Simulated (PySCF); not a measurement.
Compound: C5H4F2S.
Numbering: `[F:1][CH:2]([F:3])[c:4]1[cH:5][cH:6][s:7][cH:8]1` (hydrogens: H9 on C2; H10 on C5; H11 on C6; H12 on C8)

Method: PBE0-D3(BJ)/def2-SVP geometry optimisation, gas phase (PySCF 2.14.0).

(1) What internal coordinates does the optimisation give?

## Answers

(1) 
| bond | length (bohr) | order |
| --- | --- | --- |
| F1–C2, C2–F3 | 2.556 | single |
| C2–C4 | 2.826 | single |
| C4–C5 | 2.695 | aromatic |
| C5–C6 | 2.586 | aromatic |
| C6–S7 | 3.246 | aromatic |
| S7–C8 | 3.236 | aromatic |
| C4–C8 | 2.591 | aromatic |
| C2–H9 | 2.089 | single |
| C5–H10 | 2.061 | single |
| C6–H11 | 2.058 | single |
| C8–H12 | 2.057 | single |

Bonds in one row agree within 0.02 bohr and their mean is given. Orders are formal, as drawn. A selection of angles:
| angle | degrees |
| --- | --- |
| F1–C2–F3 | 108.2 |
| F1–C2–C4 | 110.4 |
| F1–C2–H9 | 107.3 |
| C4–C2–H9 | 112.6 |
| C2–C4–C5 | 123.8 |
| C2–C4–C8 | 123.6 |
| C5–C4–C8 | 112.6 |
| C4–C5–C6 | 112.1 |
| C4–C5–H10 | 124.1 |
| C6–C5–H10 | 123.8 |
| C5–C6–S7 | 111.7 |
| C5–C6–H11 | 128.0 |
| S7–C6–H11 | 120.2 |
| C6–S7–C8 | 92.1 |
| S7–C8–H12 | 121.2 |
| C4–C8–S7 | 111.5 |
| C4–C8–H12 | 127.3 |

Dihedral angles: F1–C2–C4–C5 49° (synclinal). The mirror-image conformer, all signs reversed, is as good.

The 5-membered ring C4–C5–C6–S7–C8 has internal angles of 92.1° to 112.6°; it is planar, 0.00 Å rms from its mean plane, widest ring torsion 0°. Of the pairs four or more bonds apart, F3···H12 is among the closest relative to their van der Waals radii: 2.56 Å, 96 % of the sum of Bondi's values. The 4 C–C bonds span 1.368 Å (C5–C6, aromatic) to 1.495 Å (C2–C4, drawn single), a spread of 0.127 Å.

Point group: C1 (no symmetry element, even within 0.4 Å). No PBE0-D3(BJ)/def2-SVP frequencies stand behind this structure, so it isn't proved a minimum. The numbers are those of one conformer.

On Arm Neoverse V2, one thread, shared host, this took 3.1 min of wall time. That covers the optimisation of the geometry.
